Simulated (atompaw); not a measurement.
## zirconium: one change to a PAW (atompaw) potential, before and after

* Element: zirconium
* Generator: atompaw 4.2.0.5
* Type: PAW
* Functional: PBEsol
* Relativity: scalar-relativistic
* Frozen core: [Ar] 3d10 4s2
* Valence charge: 10
* Reference configuration: 4p6 4d2 5s1 5p0 (charge +1)
* Partial waves: 5s (bound): rc 3.00 bohr; 5s channel at 0.05 Ry: rc 3.00 bohr; 4p (bound): rc 1.50 bohr; 5p (bound, empty): rc 3.00 bohr; 4d (bound): rc 3.00 bohr; 4d channel at 1.3 Ry: rc 3.00 bohr
* Local potential: bessel scheme, radius 2.80 bohr
* Core correction: smooth core density matched at 2.85 bohr
* Augmentation charge: sinc compensation charge, radius 2.75 bohr; PAW radius 3.00 bohr; waves and projectors: custom polynom2 7 10 vanderbiltortho

Change: wave 4p (bound): rc 1.50 bohr becomes 4p (bound): rc 2.58 bohr.

Cutoffs: the cutoffs (Ry, on a coarse ladder) from which the occupation-weighted sum of valence levels, in a spherical-Bessel basis at the reference potential, stays within 10 and 1 mRy of its value at 400 Ry; they do not see the model core or the augmentation charge, which bear on the density cutoff.

Task: What does the change do?

Result: The potential gets neither clearly harder nor softer (25 Ry and 50 Ry → 25 Ry and 55 Ry); the range in which the p phases agree narrows (upper end 3.4 → 1.5); neither file shows a bound ghost.

```csv
quantity,base,changed
"cutoff, loose",25 Ry,25 Ry
"cutoff, tight",50 Ry,55 Ry
loose cutoff by channel (10 mRy a level),"s 6 Ry, p 18 Ry, d 10 Ry","s 6 Ry, p 15 Ry, d 10 Ry"
bound ghosts,none,none
s: phases at 3.02 bohr within 0.05 rad from the reference energy up to (Ry; the scan ends near 5),2.0,2.0
p: phases at 3.02 bohr within 0.05 rad from the reference energy up to (Ry; the scan ends near 5),3.4,1.5
d: phases at 3.02 bohr within 0.05 rad from the reference energy up to (Ry; the scan ends near 5),3.7,3.7
lowest overlap eigenvalue by channel,"s 0.52, p 0.51, d 0.91","s 0.52, p 0.77, d 0.91"
```

 The cutoffs see the waves, projectors and local potential, not the compensation charge or the core.
